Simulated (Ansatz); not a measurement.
OH+, multiplicity 3 (lowest of 2S+1 = 1, 3, 5 at CCSD(T)/def2-TZVPP on PBE0 minima; our sources give no spin for the ground state, which may be another), most abundant isotopes (1.0078 and 15.9949 u). Constants from fifth-degree fits in 1/R to seven points on the lowest solution found; no spin–orbit coupling, no relativity up to Kr; ω_e x_e and α_e move by some per cent with the fit.

Correlated levels freeze the cores. CBS(a, b) extrapolates the correlation energy as X⁻³ and adds the Hartree–Fock energy of set b.

Run with Ansatz (Gaussian orbitals). Values without a source in brackets are computed.

```json
[
 {"level": "PBE/def2-TZVPP", "r_e (Å)": "1.0476", "ω_e (cm⁻¹)": "2954.2", "ω_e x_e (cm⁻¹)": "81.4", "α_e (cm⁻¹)": "0.749"},
 {"level": "CCSD(T)/CBS(aug-cc-pVQZ, aug-cc-pV5Z)", "r_e (Å)": "1.0278", "ω_e (cm⁻¹)": "3124.7", "ω_e x_e (cm⁻¹)": "81.2", "α_e (cm⁻¹)": "0.744"}
]
```

Problem. Derive the rotational constants, the centrifugal constant, the fundamental, the zero-point energy and the force constant.

Solution. 
μ = 0.94809 u.
- PBE/def2-TZVPP: B_e = 16.8576/(μ r_e²) = 16.202 cm⁻¹; B₀ = B_e − α_e/2 = 15.827 cm⁻¹; D = 4B_e³/ω_e² = 1.95e-03 cm⁻¹; fundamental ω_e − 2ω_e x_e = 2791 cm⁻¹; zero-point energy ω_e/2 − ω_e x_e/4 = 1457 cm⁻¹; k = μ(2πcω_e)² = 487 N/m
- CCSD(T)/CBS(aug-cc-pVQZ, aug-cc-pV5Z): B_e = 16.8576/(μ r_e²) = 16.830 cm⁻¹; B₀ = B_e − α_e/2 = 16.458 cm⁻¹; D = 4B_e³/ω_e² = 1.95e-03 cm⁻¹; fundamental ω_e − 2ω_e x_e = 2962 cm⁻¹; zero-point energy ω_e/2 − ω_e x_e/4 = 1542 cm⁻¹; k = μ(2πcω_e)² = 545 N/m

Ansatz is a first-principles code.
